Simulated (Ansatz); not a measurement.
Calculated with Ansatz (gas phase, PBE0-D4/def2-TZVP geometries, no zero-point term in ΔE). CCSD(T)/CBS adds triple-zeta CCSD(T) − MP2 to the extrapolated MP2 energy (def2 sets, frozen cores). This one scheme is used for every species. DFT in def2-TZVPP. B3LYP here is the variant with VWN-RPA as its local correlation; programs differ in this. Open shells (•) are unrestricted, without spin–orbit coupling. Each species was taken in one conformer, which may not be the lowest.

Consider the hydrogen abstraction from the S–H bond: `O[Si](O)(O)S` + `[SiH3]`• → `O[Si](O)(O)[S]`• + SiH₄.

(1) Is it downhill or uphill in electronic energy at CCSD(T)/CBS, and by how much? (Best estimate.)

(2) What do these levels give: LDA (SPW92), revPBE-D4, r2SCAN-D4, B3LYP, MP2/def2-SVP, CCSD/def2-TZVPP? (An estimate is asked.)

(3) What do rigid-rotor, harmonic-oscillator terms from PBE0-D4/def2-TZVP frequencies (298.15 K, 1 bar) make of the CCSD(T)/CBS value? (Best estimate.)

Largest T1 diagnostic among the species: 0.015.

## Answers

(1) Ansatz gave: Downhill: ΔE = -5.8 kJ/mol.

(2) Computed: LDA (SPW92) 14.0, revPBE-D4 2.2, r2SCAN-D4 0.5, B3LYP -12.9, MP2/def2-SVP -3.9, CCSD/def2-TZVPP -11.6 kJ/mol.

(3) Computed: ΔZPE = +3.1 kJ/mol, ΔH = -3.7 kJ/mol, ΔS = -12 J/(mol·K), ΔG = -0.3 kJ/mol. Open shells count their whole term as degenerate.

At CCSD(T), def2-SVP lies −5.6 kJ/mol from the extrapolated value and def2-TZVPP −1.9 kJ/mol. In def2-TZVPP, CCSD(T) changes the Hartree–Fock value by +26.1 kJ/mol (the triples alone add +4.0 kJ/mol) and MP2 by +36.2 kJ/mol. Leaving LDA and LC-ωPBE aside and taking each functional with its dispersion term where it has one, the values, not all of them listed here, spread over 21.7 kJ/mol, from BHLYP-D4 to PBE-D4. LDA lies +11.9 kJ/mol from PBE without D4.
